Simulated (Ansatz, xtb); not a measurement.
# C4H10BPS: which of two isomers lies lower

Structure X: `PBSC1CCC1`, a singlet. Structure Y: `C=CCB(P)SC`, a singlet. Both are isolated molecules in the gas phase, relaxed with PBE0-D3(BJ)/def2-SVP, each in the lowest conformer that the search found.

Quicker runs give these differences E(Y) − E(X): GFN2-xTB +19.8 kcal/mol; HF/STO-3G +17.5 kcal/mol (at GFN2-xTB geometries); r2SCAN-D4/def2-SVP −9.3 kcal/mol (at GFN2-xTB geometries).

Q: Estimate which is lower in electronic energy at CCSD(T)/def2-SVP + ΔMP2/def2-TZVPP, and by roughly how much.

A: The CCSD(T)/def2-SVP + ΔMP2/def2-TZVPP calculation puts structure Y lower, by 10.6 kcal/mol.

The same difference at several levels:

```tsv
level	geometry	E(Y) − E(X) (kcal/mol)	departure from the last row (kcal/mol)	job, with rough time for the two
GFN2-xTB	GFN2-xTB	+19.8	+30.4	optimisation, 0.99 s
HF/STO-3G	GFN2-xTB	+17.5	+28.0	single point, 0.5 s
r2SCAN-D4/def2-SVP	GFN2-xTB	−9.3	+1.3	single point, 5.3 s
PBE0-D3(BJ)/def2-SVP	PBE0-D3(BJ)/def2-SVP	−5.8	+4.8	optimisation, 83 s
HF/def2-SVP	PBE0-D3(BJ)/def2-SVP	−11.6	−1.0	part of the CCSD(T) run
MP2/def2-SVP	PBE0-D3(BJ)/def2-SVP	−6.9	+3.7	part of the CCSD(T) run
CCSD(T)/def2-SVP	PBE0-D3(BJ)/def2-SVP	−8.6	+2.0	single point
CCSD(T)/def2-SVP + ΔMP2/def2-TZVPP	PBE0-D3(BJ)/def2-SVP	−10.6		single point, 100 s
```

As drawn, Y has 1 C=C, 1 C–B, 1 C–H in place of 3 C–C, 1 B–H. Structure X has a 4-membered ring, Y no ring.

GFN2-xTB, HF/STO-3G put the two in the other order. The largest departure from CCSD(T)/def2-SVP + ΔMP2/def2-TZVPP is that of GFN2-xTB, 30.4 kcal/mol. The last row adds to CCSD(T) the change of the MP2 difference between the two basis sets, here −2.0 kcal/mol.

With thermal terms from frequencies at re-optimised GFN2-xTB minima (ideal gas, soft modes damped towards free rotors, one conformer each, 298.15 K, 1 atm): the zero-point term adds −1.8 kcal/mol; ΔH is −11.4 and ΔG −13.4 kcal/mol.

The correlated steps freeze 15 core orbitals. Codes used: Ansatz 0.2.0, xtb 6.7.1; the last row on 4 threads of Arm Neoverse V1 on a shared host.
